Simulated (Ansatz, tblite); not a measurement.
Removing and adding an electron: Cs₂I₂ (the lowest singlet isomer of a short search). The state is a singlet with charge 0. Geometry: B3LYP-D4/def2-SVP. Ansatz, gas phase; energy differences of separate SCF runs; the oxidised species was run as a doublet alone; the reduced species was run as a doublet alone.

```tsv
atom	x (Å)	y (Å)	z (Å)
Cs1	0.690	-1.318	2.041
Cs2	-0.690	1.318	-2.041
I3	-1.330	-2.072	-0.889
I4	1.330	2.072	0.888
```

In the def2 sets Cs, I take a core potential; there is no spin–orbit coupling. The xTB rows come from tblite. HOMO above LUMO, or a gap near zero within one spin, warns that the state may not be the lowest or that an electron is smeared out. The structure comes from a short search, and lower isomers may exist.

```json
{"level": "GFN1-xTB", "−HOMO (eV)": "9.10", "vertical IE (eV)": "11.14", "−LUMO (eV)": "7.80", "vertical EA (eV)": "6.50", "HOMO–LUMO gap (eV)": "1.31", "IE − EA (eV)": "4.65", "remarks": "–"}
{"level": "GFN2-xTB", "−HOMO (eV)": "9.54", "vertical IE (eV)": "12.07", "−LUMO (eV)": "6.19", "vertical EA (eV)": "3.67", "HOMO–LUMO gap (eV)": "3.35", "IE − EA (eV)": "8.40", "remarks": "–"}
{"level": "PBE-D4/def2-TZVP", "−HOMO (eV)": "4.81", "vertical IE (eV)": "7.07", "−LUMO (eV)": "1.34", "vertical EA (eV)": "–", "HOMO–LUMO gap (eV)": "3.47", "IE − EA (eV)": "–", "remarks": "gap within one spin near zero (+1 doublet)"}
{"level": "PBE-D4/def2-TZVPD", "−HOMO (eV)": "4.80", "vertical IE (eV)": "–", "−LUMO (eV)": "1.34", "vertical EA (eV)": "0.45", "HOMO–LUMO gap (eV)": "3.46", "IE − EA (eV)": "–", "remarks": "HOMO above zero (-1 doublet), gap within one spin near zero (-1 doublet)"}
{"level": "r2SCAN-D4/def2-TZVP", "−HOMO (eV)": "5.04", "vertical IE (eV)": "7.24", "−LUMO (eV)": "0.72", "vertical EA (eV)": "–", "HOMO–LUMO gap (eV)": "4.32", "IE − EA (eV)": "–", "remarks": "gap within one spin near zero (+1 doublet)"}
{"level": "r2SCAN-D4/def2-TZVPD", "−HOMO (eV)": "5.03", "vertical IE (eV)": "–", "−LUMO (eV)": "0.70", "vertical EA (eV)": "0.29", "HOMO–LUMO gap (eV)": "4.34", "IE − EA (eV)": "–", "remarks": "HOMO above zero (-1 doublet), gap within one spin near zero (-1 doublet)"}
{"level": "PBE0-D4/def2-TZVP", "−HOMO (eV)": "5.84", "vertical IE (eV)": "7.43", "−LUMO (eV)": "0.87", "vertical EA (eV)": "–", "HOMO–LUMO gap (eV)": "4.98", "IE − EA (eV)": "–", "remarks": "–"}
{"level": "PBE0-D4/def2-TZVPD", "−HOMO (eV)": "5.83", "vertical IE (eV)": "–", "−LUMO (eV)": "0.86", "vertical EA (eV)": "0.33", "HOMO–LUMO gap (eV)": "4.97", "IE − EA (eV)": "–", "remarks": "HOMO above zero (-1 doublet)"}
```

Relaxing the oxidised species (B3LYP-D4/def2-SVP) changes its energy by -0.80 eV at PBE-D4/def2-TZVP, so the adiabatic ionisation energy to this nearest minimum is 6.27 eV. At PBE0-D4/def2-TZVP it is 6.41 eV.     A HOMO above zero means that the electron is unbound at that level or that self-interaction error raises the level; the energy of removing that electron tells which. Raw xTB energy differences between charge states are shifted by several eV; the methods need an empirical correction for them.
